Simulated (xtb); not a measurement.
C3H8OSi, SMILES C=CO[SiH2]C. All values are semi-empirical tight-binding results from xtb (GFN2-xTB unless named), good for trends rather than for accurate numbers. Coordinates come from a GFN2-xTB optimisation. One conformer was computed; it need not be the lowest.

Optimised geometry:

```xyz
13

C      2.4535    -0.3828    -0.0645
C      1.6049     0.2084     0.7568
O      0.2764     0.3047     0.5968
Si    -0.7331    -0.2280    -0.5708
C     -2.4158     0.3709     0.0427
H      2.1184    -0.8551    -0.9705
H      3.5045    -0.4062     0.1525
H      1.9336     0.6873     1.6730
H     -0.3805     0.3621    -1.8670
H     -0.6745    -1.6903    -0.6745
H     -2.4468     1.4519     0.1399
H     -3.1922     0.0793    -0.6565
H     -2.6652    -0.0535     1.0106
```

* **point group as xtb finds it**: Cs
* **orbital gap**: 5.09 eV
* **dipole moment**: 0.16 D
* **zero-point energy**: 62.0 kcal/mol
* **G − E(el) at 298.15 K (modified RRHO)**: 42.2 kcal/mol
* **static polarisability (D4 model)**: 71.7 bohr³
* **solvation energy, GFN2-xTB/ALPB(water)**: -0.2 kcal/mol
* **solvation energy, GFN2-xTB/ALPB(thf)**: -4.7 kcal/mol

Question: Give the atomic charges and the Wiberg bond orders between heavy atoms. (An estimate is asked for; the answer gives what the named calculation found.)

Answer: charges (e) C1 -0.14, C2 0.10, O3 -0.32, Si4 0.51, C5 -0.20, H6 0.04, H7 0.05, H8 0.04, H9 -0.08, H10 -0.08, H11 0.04, H12 0.01, H13 0.04. Bond orders C1–C2 1.89, C2–O3 1.08, O3–Si4 1.09, Si4–C5 0.90.
